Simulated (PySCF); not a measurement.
## Lu(SH)3 at several levels of theory

Computed with PySCF 2.14.0 (density fitting, no spin-orbit coupling) at the geometry relaxed with PBE0:

```xyz
7
Lu(SH)3 (singlet in the valence; each metal's 4f electrons, 14 of them, lie in its core potential, out of spins and levels)
Lu    0.0000    0.0000    0.8438
S     2.4847   -0.4378    0.8538
H     2.8028    0.8786    0.9048
S    -0.8632    2.3707    0.8538
H    -2.1623    1.9880    0.9048
S    -1.6215   -1.9329    0.8538
H    -0.6405   -2.8666    0.9048
```

```
level                                                 basis    state  HOMO (eV)  gap (eV)  charge on Lu1 (e)  population of f-type functions on Lu1 (polarisation alone where 4f lies in the core)  dipole about the centre of mass (D)  largest force component (eV/Å)
 PBE0     Lu lcecp-1-SVP with ECP60, S def2-SVP, H def2-SVP  singlet      -7.57      5.16               0.78                                                                                  0.03                                 0.03                            0.01
B3LYP                                              the same  singlet      -7.26      4.56               0.68                                                                                  0.03                                 0.02                            0.18
 PBE0  Lu lcecp-1-TZVP with ECP60, S def2-TZVP, H def2-TZVP  singlet      -7.62      5.22               1.21                                                                                  0.03                                 0.01                            0.21
```

In the lcecp rows the 4f levels are missing from HOMO and gap, and the state counts the valence alone.

Charges are Mulliken's, which hang on the basis. The relaxation used the grid (50, 194), these runs (75, 302) or, all-electron (x2c bases, spin-free X2C Hamiltonian), (99, 590).

What does wB97X with Lu lcecp-1-SVP with ECP60, S def2-SVP, H def2-SVP give here?

state singlet, HOMO (eV) -9.95, gap (eV) 9.24, charge on Lu1 (e) 0.78, population of f-type functions on Lu1 (polarisation alone where 4f lies in the core) 0.04, dipole about the centre of mass (D) 0.03, largest force component (eV/Å) 0.13. Time: 15 s on 2 threads of Arm Neoverse V1, on a shared host, from an already converged density.

In the first row's basis the gap widens with exact exchange: 4.6 to 5.2 eV for B3LYP, PBE0 (a fixed share); 9.2 eV for wB97X (rising or full at long range).

An lcecp potential fixes the number of 4f electrons, so in runs with it no electron can move into or out of that shell.
